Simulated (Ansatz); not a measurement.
The same hydrolysis along the group V, Nb, Ta.

Isolated molecules relaxed with PBE0-D4/def2-TZVP in Ansatz; ΔE leaves out vibrations. CCSD(T)/CBS adds triple-zeta CCSD(T) − MP2 to the extrapolated MP2 energy (def2 sets, frozen cores). This one scheme is used for every species. Functionals use def2-TZVPP. B3LYP here is the variant with VWN-RPA as its local correlation; programs differ in this. def2 core potentials past Kr. For Nb, Ta, V outer-core shells are correlated without core-valence functions, which leaves a few kJ/mol of doubt a bond. Scalar relativity is left out up to krypton. One conformer a species, not always the lowest.

| reaction | CCSD(T)/CBS(def2) (eV) |
| --- | --- |
| `[O]=[V]([OH])([OH])[Cl]` + H₂O → `[O]=[V]([OH])([OH])[OH]` + HCl | 0.30 |
| `[O]=[Nb]([OH])([OH])[Cl]` + H₂O → `[O]=[Nb]([OH])([OH])[OH]` + HCl | ? |
| `[O]=[Ta]([OH])([OH])[Cl]` + H₂O → `[O]=[Ta]([OH])([OH])[OH]` + HCl | 0.44 |

(1) Fill in the missing values. (An estimate is asked.)

Largest T1 diagnostic: 0.032, for `[O]=[V]([OH])([OH])[OH]`, so its coupled-cluster energy is less sure.

Results:

(1) Ansatz gave: `[O]=[Nb]([OH])([OH])[Cl]` + H₂O → `[O]=[Nb]([OH])([OH])[OH]` + HCl: +0.37 eV.
